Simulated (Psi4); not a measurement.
## A ladder of methods for InH2Br (SMILES [Br][InH2])

The species is InH2Br (4 atoms), meant as a singlet with charge 0. As SMILES, `[Br][InH2]`. The shape was relaxed beforehand at PBE0/def2-TZVP.

Quantity: the dipole moment, in D. The values are calculated.

| level | kind | program | value (D) | CPU time |
| --- | --- | --- | --- | --- |
| PBE-D4/def2-TZVPP (density fitting, core potential) | GGA | Psi4 | 2.51 | 63 s |
| r2SCAN-D4/def2-TZVPP (density fitting, core potential) | meta-GGA | Psi4 | 2.67 | 2 min |
| B3LYP-D4/def2-TZVPP (density fitting, core potential) | global hybrid | Psi4 | 2.66 | 50 s |
| PBE0-D4/def2-TZVPP (density fitting, core potential) | global hybrid | Psi4 | 2.71 | 49 s |
| wB97M-V/def2-TZVPP (density fitting, core potential) | range-separated hybrid | Psi4 | 2.78 | 2 min |

The values span 2.51 to 2.78 D. Magnitudes only. Times are those of the runs behind each value, whatever else they computed, on shared processors of several kinds: orders of magnitude only.
